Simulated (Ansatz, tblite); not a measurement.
Species of one formula, TiO$_{2}$F$_{4}$H$_{4}$ (singlet), each relaxed with r2SCAN-D4/def2-SVP in Ansatz.

The xTB rows come from tblite. Correlated methods freeze 11 core orbitals; core or outer-core shells of Ti are correlated, in sets that lack core-valence functions.

Other spin states weren't relaxed.

A: cis-Ti(H2O)2F4 (TiO2F4H4)

B: trans-Ti(H2O)2F4 (TiO2F4H4)

Problem. Estimate their order by electronic energy at ωB97X-V/def2-TZVP, counted from the lowest.

Solution. A (0.0) < B (9.2), in kcal/mol.

Problem. Do the other levels pick the same lowest one?

Solution. All that were run do. Energies above each level's lowest (kcal/mol):

```csv
level,A,B
GFN1-xTB,0.0,9.1
GFN2-xTB,0.0,11.4
HF/STO-3G,0.0,14.9
HF/def2-SVP,0.0,10.3
HF/def2-TZVP,0.0,9.5
PBE-D4/def2-SVP,0.0,8.5
PBE-D4/def2-TZVP,0.0,8.7
r2SCAN-D4/def2-TZVP,0.0,8.2
PBE0-D4/def2-SVP,0.0,8.9
PBE0-D4/def2-TZVP,0.0,8.9
BHLYP-D4/def2-TZVP,0.0,8.9
CAM-B3LYP-D4/def2-TZVP,0.0,8.5
ωB97X-V/def2-TZVP,0.0,9.2
MP2/def2-SVP,0.0,12.3
MP2/def2-TZVP,0.0,10.2
CCSD/def2-SVP,0.0,12.0
CCSD(T)/def2-SVP,0.0,12.0
```
Point groups (tolerance 0.1 Å): A not assigned, B not assigned. A and B have the same bonds, so they are conformers or stereoisomers.
